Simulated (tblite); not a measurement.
CH6NSi4 (doublet state).
InChI=1S/CH6NSi4/c2-1-6-4-3-5-6/h4,6H,3,5H2/t6-/m1/s1

Calculated harmonic vibrations of the isolated species, GFN2-xTB (tblite), most abundant isotopes, no scaling. The method is semi-empirical: single wavenumbers can be off by several per cent or more. Modes of hydrogen on silicon can be 10 to 20 % off. Open shells enter through the occupations alone, without spin polarisation, and single modes of such species can be off by tens of per cent.

Harmonic wavenumbers (cm⁻¹): 46.4, 71.4, 107.6, 221.3, 231.3, 280.8, 294.6, 299.4, 344.5, 353.0, 374.4, 384.6, 386.6, 418.3, 435.2, 472.7, 484.5, 570.0, 596.8, 628.0, 669.1, 820.8, 849.7, 2090.4, 2111.5, 2137.7, 2169.3, 2189.8, 2224.6, 2317.3.

A = 2270, B = 1055, C = 845.6 MHz; mass 143.958 u (most abundant isotopes); point group C1, symmetry number 1; spin multiplicity 2.

Question: What is the zero-point energy?

Answer: Half the sum of the wavenumbers: 12291 cm⁻¹ = 147.03 kJ/mol.

Question: What is S at 500 K and 1 bar for an ideal gas of classical rigid rotors and harmonic oscillators?

Answer: Translation 181.58, rotation 129.68, vibration 211.30, spin (R ln 2) 5.76: S = 528.3 J/(mol K).

Question: And Cp and H(500 K) − H(0)?

Answer: Cp = 205.12 J/(mol K), of which vibrations give 171.87 (their classical limit is 30 R = 249.4); H(500 K) − H(0) = 69.82 kJ/mol without the zero-point energy, 53.20 from vibrations.

Question: How do the functions run with temperature in this model?

Answer: 
| T (K) | S (J/(mol K)) | Cp (J/(mol K)) | H − H(0) (kJ/mol) | G − H(0) (kJ/mol) | ln q(vib) |
| --- | --- | --- | --- | --- | --- |
| 50 | 252.5 | 51.9 | 2.06 | -10.56 | 0.49 |
| 100 | 295.8 | 78.4 | 5.26 | -24.32 | 1.56 |
| 298.15 | 430.7 | 170.9 | 31.43 | -96.99 | 7.07 |
| 373.15 | 470.9 | 186.9 | 44.88 | -130.84 | 9.21 |
| 750 | 616.4 | 229.2 | 124.32 | -337.96 | 18.45 |
| 1000 | 684.6 | 245.1 | 183.75 | -500.90 | 23.34 |

q(vib) and H(0) count from the zero-point level.

Question: Blend soft modes into free rotors: weight 1/[1 + (100 cm⁻¹/ν̃)⁴] for the oscillator and the rest for a rotor with moment μB/(μ + B), μ = h/(8π²ν), B = 10⁻⁴⁴ kg m². What vibrational entropy results?

Answer: 197.18 J/(mol K) in place of 211.30, which changes −T·S at 500 K by +7.06 kJ/mol.

Hindered rotation and anharmonicity are outside this model. The structure is chiral; the term R ln 2 for an equal mix with its mirror image is left out.
